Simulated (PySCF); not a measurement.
Al₂H₄O₄, SMILES [OH][Al]([Al]([OH])[OH])[OH]. Geometry optimised at B3LYP-D3(BJ)/def2-SVP. The structure was generated by enumeration; whether it is a known compound was not checked. One conformer was computed; it need not be the lowest.

Computed equilibrium geometry at B3LYP-D3(BJ)/def2-SVP (PySCF confirms it by a frequency run) as a Z-matrix, and its point group (one conformer of several):
point group D2d.
```
Al
O 1 1.7106
H 2 0.9612 1 128.86
O 1 1.7106 2 122.06 3 0.00
H 4 0.9612 1 128.86 2 0.00
Al 1 2.5139 2 118.97 3 -180.00
O 6 1.7106 1 118.97 2 -90.00
H 7 0.9612 6 128.86 1 -180.00
O 6 1.7106 7 122.06 8 0.00
H 9 0.9612 6 128.86 7 0.00
```
Charge 0, spin multiplicity 1.
